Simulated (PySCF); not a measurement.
# Vertical excitation energies

Species: (BeSe)2 ring, Be2Se2.
Bonds: Be1–Se2, Be1–Se4, Se2–Be3, Be3–Se4.

Computed with PySCF, TDDFT B3LYP/def2-SVPD, vertical, gas phase, core orbitals frozen in the response. Isolated species at its PBE0-D3(BJ)/def2-SVP geometry, gas phase. Relativistic effects, spin–orbit coupling among them, are left out although an element past zinc is present.

```tsv
state	E (eV)	λ (nm)	ν̃ (cm⁻¹)	f	|μ| (D)	main configurations (H = HOMO, L = LUMO)
S1	2.11	588.5	16990	0.0000	0.00	H→L (100%)
S2	3.50	354.1	28240	0.022	1.29	H-1→L (100%)
S3	3.62	342.9	29170	0.0001	0.10	H-2→L (99%)
S4	3.86	321.0	31150	0.0000	0.00	H→L+1 (100%)
S5	3.90	317.9	31460	0.0000	0.00	H-3→L (99%)
S6	4.76	260.5	38380	0.0000	0.00	H→L+3 (98%)
S7	4.80	258.4	38690	0.163	2.99	H-4→L (90%), H-1→L+3 (9%)
S8	5.10	242.9	41160	0.089	2.14	H→L+2 (72%), H-3→L+1 (26%)
S9	5.23	237.1	42180	0.0000	0.00	H-1→L+1 (99%)
S10	5.41	229.1	43650	0.0000	0.00	H-2→L+1 (99%)
```

Triplets, Tamm–Dancoff:

```csv
state,E (eV),λ (nm),"main configurations (H = HOMO, L = LUMO)"
T1,2.06,601.1,H→L (100%)
T2,3.30,376.2,H-1→L (99%)
T3,3.43,361.3,H-2→L (98%)
T4,3.54,350.0,H-3→L (98%)
```

The lowest singlet comes at 588 nm (203 kJ/mol) in the visible; it is dark (f under 0.0005); its leading configuration is HOMO→LUMO (100%). The strongest level in the table is S7 at 4.80 eV (258 nm, f = 0.163). Löwdin shares by element: HOMO selenium 100%; LUMO beryllium 75%, selenium 25%. The listed states span 3.31 eV, and the widest gap between neighbours is 1.39 eV (S1 to S2). Weighted by f, the mean energy of these states is 4.79 eV. Orbital energies (eV): HOMO-3 -8.18, HOMO-2 -7.89, HOMO-1 -7.79, HOMO -6.36, LUMO -3.21, LUMO+1 -1.48, LUMO+2 -0.62. S1 lies in the visible range (380 to 750 nm), at 588 nm, dark in the vertical dipole picture (f under 0.0005); light of that wavelength is yellow, and its complementary colour is blue; a Tamm–Dancoff triplet lies at 601 nm, without intensity as long as spin–orbit coupling is left out. Singlets were solved by full linear response, triplets in the Tamm–Dancoff approximation.
